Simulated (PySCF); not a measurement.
CH4O4, SMILES OC(O)(O)O.

Geometry optimised at B3LYP-D3(BJ)/def2-SVP. The values are those of a single conformer.

Calculation: PySCF with M06-2X/def2-TZVP.

Symmetry labels are those of the subgroup C2 that the program uses (full group S4).

Task: List the valence orbital energies around the gap with their symmetry. (Estimate from the structure and the level; the computed values follow.)

Result: 
```csv
orbital,symmetry,energy (eV)
HOMO−7,A,-14.98
HOMO−6,A,-13.18
HOMO−5,B,-12.90
HOMO−4,B,-12.90
HOMO−3,A,-12.11
HOMO−2,A,-11.51
HOMO−1,B,-10.70
HOMO,B,-10.70
LUMO,A,1.42
LUMO+1,B,2.54
LUMO+2,B,2.54
LUMO+3,A,2.68
```
